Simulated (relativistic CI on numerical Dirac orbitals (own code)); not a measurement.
**Os⁶⁹⁺: computed level list**

Calculated at this level of theory: Dirac-Coulomb-Breit CI, orbitals from a KLI potential per configuration, QED by a radiative potential, unscaled Slater integrals (own radial code, finite nucleus).

Configuration list (outside the closed core 1s2): 2s²2p³, 2s2p⁴, 2p⁵, 2p⁴3s, 2s²2p²3s, 2p⁴3p, 2p⁴3d, 2s²2p²3p, 2s²2p²3d, 2s2p³3s, 2s2p³3p, 2s2p³3d, 2s²2p²4s, 2s²2p²4p, 2s²2p²4d, 2s²2p²4f. Levels of other configurations are missing.

The lowest level is 2s²2p³ ²P°3/2, with 49 % of that term; Hund's rules for 2s²2p³ give ⁴S° with J = 3/2, of which the calculation keeps J, while another term leads.

```
No.      Configuration  Term    J   E (Ry)    %  Lifetime (s)
  1             2s²2p³   ²P°  3/2    0.000   49              
  2             2s²2p³   ⁴S°  3/2  115.641   55      2.79e-11
  3             2s²2p³   ²D°  5/2  117.356  100      1.62e-10
  4             2s²2p³   ²P°  1/2  121.421  100      5.04e-11
  5          2s2p⁴(3P)    ⁴P  5/2  142.272   70      2.59e-13
  6          2s2p⁴(1S)    ²S  1/2  150.444   65      7.11e-14
  7          2s2p⁴(3P)    ²P  3/2  150.549   52      3.82e-14
  8             2s²2p³   ²P°  3/2  237.344   51      7.86e-12
  9          2s2p⁴(3P)    ⁴P  3/2  260.056   86      7.86e-14
 10          2s2p⁴(1D)    ²D  5/2  263.158   70      7.85e-14
 11          2s2p⁴(3P)    ²P  1/2  268.240   65      3.14e-14
 12          2s2p⁴(1D)    ²D  3/2  268.824   55      3.17e-14
 13                2p⁵   ²P°  3/2  298.280   99      2.61e-14
 14          2s2p⁴(3P)    ⁴P  1/2  385.316   40      3.71e-14
 15                2p⁵   ²P°  1/2  416.240  100      1.94e-14
 16          2p²(3P)3s    ⁴P  1/2  682.912   46      3.80e-15
 17          2p²(1S)3p   ²P°  1/2  690.980   47      2.88e-13
 18          2p²(1S)3p   ²P°  3/2  726.299   35      2.52e-13
 19          2p²(1S)3d    ²D  3/2  733.105   43      3.42e-15
 20          2p²(1S)3d    ²D  5/2  742.785   36      6.10e-16
 21          2p²(3P)3s    ⁴P  3/2  799.788   88      5.90e-15
 22          2p²(3P)3s    ²P  1/2  800.589   67      2.71e-15
 23          2p²(1D)3s    ²D  5/2  801.251   65      5.29e-15
 24          2p²(1D)3s    ²D  3/2  801.787   64      2.88e-15
 25          2p²(3P)3p   ⁴P°  1/2  807.756   49      4.44e-13
 26          2p²(3P)3p   ⁴D°  3/2  808.218   55      3.87e-13
 27          2p²(1D)3p   ²F°  5/2  809.201   50      2.98e-13
 28          2p²(1D)3p   ²P°  3/2  812.527   43      1.71e-13
 29  2s2p³(2P°)<3P°>3s   ⁴P°  5/2  823.204   48      7.56e-15
 30  2s2p³(2P°)<3P°>3s   ²P°  3/2  825.504   35      3.21e-15
```

Energies count from the lowest computed level; ° marks odd parity; lifetimes are radiative, by E1, M1, E2, M2 decay to levels of this space only. Percentages are summed over parent terms; the parents shown are those of the largest component, closed shells are left out there, and <> holds an intermediate term.

The mean weight of the leading LS term, summed over parents, in these 30 levels is 61 %, and that of the leading jj configuration (from the same eigenvectors) 100 %, so jj coupling describes them better and the LS labels are nominal.

At this charge energies of transitions that change n are usually good to better than 1 %, and those within a shell (Δn = 0) to a few per cent.

LS names give the leading component of a level, which can be under half, so a name can repeat, a term be missing and a line seem to break the LS rules.
